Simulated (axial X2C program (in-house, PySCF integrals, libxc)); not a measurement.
WH: cheaper levels and CCSD(T), 2c

All values were computed with an axial X2C code built on PySCF integrals. Two-component (2c) means X2C with spin–orbit coupling and atomic mean-field two-electron Coulomb and Gaunt terms. Basis: W dyall-cv3z [13s14p9d7f4g], H dyall-v3z [6s2p1d] (cores contracted in-house); Gaussian nuclei, density fitting, unrestricted open shells. Masses: W 183.951 u, H 1.008 u.

State: Ω = 5/2 (⟨Sz⟩ = 2.48, ⟨Lz⟩ = 0.02 at HF); fragments W + H.

| level | Re (Å) | ωe (cm⁻¹) |
| --- | --- | --- |
| PBE0 | 1.703 | 1937.3 |
| HF | 1.749 | 1849.3 |
| MP2 | 1.708 | 1952.2 |
| CCSD | 1.721 | 1898.9 |
| BP86 | 1.706 | 1911.8 |

Correlated methods: 7 electrons correlated (number of frozen shells: W 5 s, 4 p, 2 d, 1 f; H none), 247 virtual spin orbitals or spinors in MP2, 80 natural virtuals in coupled cluster.

CCSD(T), same Hamiltonian and basis:

Re = 1.720 Å, ωe = 1898.9 cm⁻¹; T1 = 0.026 (Lee–Taylor normalisation).

(1) Give the differences from CCSD(T) in the columns below.

The state is one determinant whose occupation by symmetry is held fixed; it was picked as the lowest of a PBE0 search that is not exhaustive. De is not given where an atomic determinant may have missed its ground term or J level, or where the truncated virtual space spoils (T). Density functionals use the spin component along the axis (collinear). CCSD and (T) use frozen natural virtuals with an MP2 correction for the truncation; (T) itself is uncorrected, so its De runs slightly low. The functionals have no current-density term, which raises determinants with orbital currents, atoms included. With several unpaired electrons one determinant need not be a pure state. This is the top spin component of a Σ state; components of lower Ω are not single determinants and can lie lower.

Results:

(1) 

| level | ΔRe (Å) | Δωe (cm⁻¹) |
| --- | --- | --- |
| PBE0 | -0.017 | 38 |
| HF | 0.029 | -50 |
| MP2 | -0.012 | 53 |
| CCSD | 0.001 | 0 |
| BP86 | -0.014 | 13 |
